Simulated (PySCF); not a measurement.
Several orderings of computed values.

Each SMILES stands for a single optimised conformer of the isolated species, non-relativistic unless stated. Electronic properties by PySCF.

Dipoles, sizes and rotational constants follow the conformer. The torsions of the flexible species, by atom-mapped SMILES:
- `[SH:1][c:2]1[cH:3][cH:4][cH:5][cH:6][cH:7]1`: H–S1–C2–C3 180°
- `[CH2:1]=[P:2][CH2:3][O:4][CH3:5]`: C1–P2–C3–O4 34°, P2–C3–O4–C5 74°
- `[NH2:1][c:2]1[cH:3][c:4]2[s:5][cH:6][cH:7][c:8]2[o:9]1`: H–N1–C2–C3 29°, H–N1–C2–C3 163°
- `[CH2:1]=[CH:2]/[CH:3]=[C:4](/[CH3:5])[SiH2:6][F:7]`: C1–C2–C3–C4 179°, C3–C4–Si6–F7 -177°
- `[CH3:1][C:2](=[O:3])[O:4][C@H:5]1[CH2:6][SiH2:7]1`: C1–C2–O4–C5 -179°, C2–O4–C5–C6 -64°
- `[SiH3:1][P:2]([SiH3:3])[P:4]([SiH3:5])[PH2:6]`: Si1–P2–P4–Si5 178°, H–P6–P4–P2 0°, H–P6–P4–P2 93°
- `[CH2:1]=[CH:2][c:3]1[cH:4][cH:5][cH:6][s:7]1`: C1–C2–C3–C4 180°

The conformers of `CC1=C[Si@H](F)CC1` aren't listed.

**Question.** Rank by electronic spatial extent ⟨r²⟩ about the centre of nuclear charge, highest first (CAM-B3LYP/def2-SVPD at GFN2-xTB geometries).
A. `Sc1ccccc1`
B. `Nc1cc2sccc2o1`
C. `C=C/C=C(/C)[SiH2]F`
D. `[SiH3]C1=NC=CP=C1`
E. `[SiH4]`
F. `C=PCOC`
G. `C[SiH2]Cl`

**Answer.** B (1305 bohr²), C (1232 bohr²), D (1167 bohr²), A (914 bohr²), F (574 bohr²), G (398 bohr²), E (68 bohr²).

**Question.** Rank by static isotropic polarisability, highest first (CAM-B3LYP/def2-SVPD at GFN2-xTB geometries).
A. `C[SiH2]Cl`
B. `Nc1cc2sccc2o1`
C. `C[C@@H]1C[P@@H]1=O`
D. `[SiH4]`

**Answer.** B (98.5 au), C (60.2 au), A (52.6 au), D (30.5 au).

**Question.** Rank by HOMO energy, lowest first (CAM-B3LYP/def2-SVPD at GFN2-xTB geometries).
A. `Sc1ccccc1`
B. `[SiH3]c1cpccn1`
C. `Nc1cc2sccc2o1`
D. `[SiH3]P([SiH3])P([SiH3])P`
E. `CC1=C[Si@H](F)CC1`
F. `O=C(O[C@H]1C[SiH2]1)C`
G. `[SiH4]`
H. `C[SiH2]Cl`

**Answer.** G (-11.34 eV), H (-10.12 eV), E (-8.79 eV), B (-8.59 eV), F (-8.03 eV), A (-7.60 eV), D (-7.44 eV), C (-6.54 eV).

**Question.** Rank by dipole moment, lowest first (CAM-B3LYP/def2-SVPD at GFN2-xTB geometries).
A. `Sc1ccccc1`
B. `[SiH3]C1=NC=CP=C1`
C. `C=C/C=C(/C)[SiH2]F`
D. `C[SiH2]Cl`
E. `[SiH3]P([SiH3])P([SiH3])P`

**Answer.** E (0.77 D), B (0.99 D), A (1.19 D), D (1.71 D), C (1.87 D).

**Question.** Rank by lowest triplet excitation (Tamm–Dancoff), lowest first (TDA CAM-B3LYP/def2-SVPD at GFN2-xTB geometries).
A. `Nc1cc2sccc2o1`
B. `C[SiH2]Cl`
C. `C=PCOC`
D. `C[C@@H]1C[P@@H]1=O`
E. `[SiH4]`
F. `CC1=C[Si@H](F)CC1`

**Answer.** C (2.82 eV), A (3.16 eV), F (4.32 eV), D (5.73 eV), B (7.50 eV), E (8.73 eV).

**Question.** Rank by HOMO–LUMO gap, highest first (CAM-B3LYP/def2-SVPD at GFN2-xTB geometries).
A. `C[C@@H]1C[P@@H]1=O`
B. `[SiH3]P([SiH3])P([SiH3])P`
C. `C=Cc1cccs1`
D. `Nc1cc2sccc2o1`
E. `[SiH2](C)Cl`
F. `[SiH4]`
G. `CC1=C[Si@H](F)CC1`

**Answer.** F (12.47 eV), E (11.23 eV), A (9.75 eV), G (9.54 eV), B (7.70 eV), D (7.37 eV), C (7.24 eV).
